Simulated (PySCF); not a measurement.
Give a PBE0-D3(BJ)/def2-SVP geometry of `CP(C)(C)=[Te]`.

Z-matrix in Å and degrees, rows numbered from 1:
```
C 
P   1  1.8242
C   2  1.8234  1  104.50
C   2  1.8242  1  104.22  3   109.26
Te  2  2.3489  1  114.28  3  -125.08
H   1  1.1013  2  111.20  3   -55.19
H   1  1.0992  2  108.48  3  -176.28
H   1  1.0987  2  108.70  3    66.15
H   3  1.0988  2  108.51  1   -66.88
H   3  1.0989  2  108.52  1   175.66
H   3  1.1014  2  111.29  1    54.38
H   4  1.0988  2  108.68  1    67.90
H   4  1.1014  2  111.07  1   -53.26
H   4  1.0988  2  108.62  1  -174.46
```

All 3 C–P bonds measure 1.823 to 1.824 Å. P2 (phosphorus bonded to 3 C and Te) is distorted tetrahedral (angles from 104.2° to 114.5°).

Computed, not measured: PBE0-D3(BJ)/def2-SVP geometry optimisation, gas phase, def2 core potentials past Kr (PySCF 2.14.0).

Point group: C3v (every atom within 0.08 Å of its image). No frequency check.

The run took 74 s of wall time on an Arm Neoverse V2 with one thread (shared host), and the process peaked at 0.59 GiB of memory. These figures are those of the optimisation.
